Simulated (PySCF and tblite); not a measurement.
Results of a calculation; reference values are marked as such.
System: C₆H₁₁N, numbered as in [CH2:1]1[CH2:2][C:3]2([CH2:4]1)[CH2:5][NH:6][CH2:7]2.

For the pyramidal inversion at N6: electronic barrier 6.69 kcal/mol, zero-point change -1.11 kcal/mol, thermal and entropy terms at 298.15 K a further -0.03 kcal/mol (symmetry numbers apart). The minimum is Cs, the saddle C2v. Geometries: GFN2-xTB; energies: revPBE/pcSseg-1 + D3(BJ), IEF-PCM tetrahydrofuran; zero-point and thermal terms from GFN2-xTB harmonic modes (soft modes blended into free rotors). Rate constants are transition-state-theory values, counting equivalent paths, without tunnelling. Programs: tblite and PySCF.

Problem. How many equivalent paths lead out of the minimum?

Solution. 1: the symmetry number of the minimum is 1, that of the saddle displaced along its mode 1.

Problem. Work out the rate at 298.15 K.

Solution. ΔG‡ = 5.55 kcal/mol; k_B T/h = 6.2×10¹² s⁻¹; exp(−ΔG‡/RT) = 8.5×10⁻⁵; times 1 gives k = 5.3×10⁸ s⁻¹.
